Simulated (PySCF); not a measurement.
**Correlation energy of S²⁺ (sulfur, charge +2)**

[Ne] 3s2 3p2, high-spin 3P determinant. Calculation: PySCF 2.14, in x2c-TZVPall; the spin-free X2C one-electron Hamiltonian (Gaussian nucleus). Frozen: [Ne]; 4 electrons correlated.

MP2 pair energies summed by pair of shells (mhartree):

```tsv
pair	energy	share (%)
3s-3p	-40.97	62.8
3s-3s	-17.39	26.6
3p-3p	-6.92	10.6
```

Total MP2 correlation energy: -65.29 mhartree.

Same-spin part -10.81 and opposite-spin part -54.47 mhartree; SCS-MP2 scales them by 1/3 and 6/5 to -68.97 mhartree.

| level | correlation energy (mhartree) |
| --- | --- |
| CCSD | -87.66 |
| (T) | -2.08 |
| CCSD(T) | -89.74 |

Diagnostics: T1 = 0.0084, D1 = 0.0219, largest double amplitude 0.104.

Is a single reference adequate?

Mostly. T1 lies below 0.03, but a double amplitude of this size points to a near-degeneracy that CCSD handles and MP2 describes poorly.
